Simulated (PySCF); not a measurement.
A species of formula C8H13P has this rotational fingerprint, computed with PBE0/pcSseg-1 in PySCF (dipole) on a GFN2-xTB geometry, gas phase:

```
Rotational constants : A = 1721, B = 1257, C = 954.7 MHz
Dipole components    : |μa| = 2.66 D, |μb| = 0.93 D, |μc| = 1.30 D
Inertial defect      : -166.48 u·Å²
κ                    : -0.21
```

Question: Which structure is it? (One computed conformer of each.)
A. `CC(C)(C)p1cccc1`
B. `[CH2:1]=[CH:2][CH:3]1[CH2:4][P:5]([CH:6]2[CH2:7][CH2:8]2)[CH2:9]1` with C1–C2–C3–C4 -126°, C4–P5–C6–C7 -113°, C2–C3–C4–P5 -135°, C3–C4–P5–C6 -85°, P5–C6–C7–C8 -108°, C4–P5–C9–C3 -12°
C. `[CH3:1][c:2]1[cH:3][pH:4][cH:5][c:6]1[CH:7]([CH3:8])[CH3:9]` with C5–C6–C7–C8 -87°
D. `[CH2:1]=[CH:2][P@:3]1(=[CH:4][CH3:5])[CH:6]=[CH:7][CH2:8][CH2:9]1` with C1–C2–P3–C4 101°, C2–P3–C6–C7 -91°, C6–C7–C8–C9 -18°, C7–C8–C9–P3 24°, C2–P3–C9–C8 85°
E. `[CH2:1]=[CH:2][P:3]1[CH2:4][CH2:5][CH:6]=[C:7]1[CH2:8][CH3:9]` with C1–C2–P3–C4 143°, C6–C7–C8–C9 8°, C2–P3–C4–C5 81°, P3–C4–C5–C6 16°, C4–C5–C6–C7 -11°, C2–P3–C7–C6 -90°

Answer: D. It is C=C[P@]1(=CC)C=CCC1, an asymmetric top, point group C1. The candidates at the same level (rigid rotor, commonest isotopes):

```json
{"SMILES": "C=C[P@]1(=CC)C=CCC1", "A (MHz)": "1721", "B (MHz)": "1257", "C (MHz)": "954.7", "μa (D)": "2.66", "μb (D)": "0.93", "μc (D)": "1.30", "Δ (u·Å²)": "-166.48", "point group": "C1", "rotor": "asymmetric top"}
{"SMILES": "C=CC1CP(C2CC2)C1", "A (MHz)": "3694", "B (MHz)": "678.1", "C (MHz)": "669.1", "μa (D)": "0.25", "μb (D)": "1.15", "μc (D)": "0.33", "Δ (u·Å²)": "-126.82", "point group": "near Cs", "rotor": "–"}
{"SMILES": "Cc1c[pH]cc1C(C)C", "A (MHz)": "2028", "B (MHz)": "1056", "C (MHz)": "796.4", "μa (D)": "1.24", "μb (D)": "0.84", "μc (D)": "0.46", "Δ (u·Å²)": "-93.18", "point group": "C1", "rotor": "asymmetric top"}
{"SMILES": "C=CP1CCC=C1CC", "A (MHz)": "1696", "B (MHz)": "1174", "C (MHz)": "824.5", "μa (D)": "0.41", "μb (D)": "0.44", "μc (D)": "1.14", "Δ (u·Å²)": "-115.58", "point group": "C1", "rotor": "asymmetric top"}
{"SMILES": "CC(C)(C)p1cccc1", "A (MHz)": "2510", "B (MHz)": "1100", "C (MHz)": "1014", "μa (D)": "0.67", "μb (D)": "0.00", "μc (D)": "1.13", "Δ (u·Å²)": "-162.49", "point group": "Cs", "rotor": "asymmetric top"}
```

`C=CP1CCC=C1CC` has C 14 % too low; `Cc1c[pH]cc1C(C)C` has A 18 % too high; `C=CC1CP(C2CC2)C1` has A 115 % too high; `CC(C)(C)p1cccc1` has A 46 % too high. No structure here is proved a minimum.
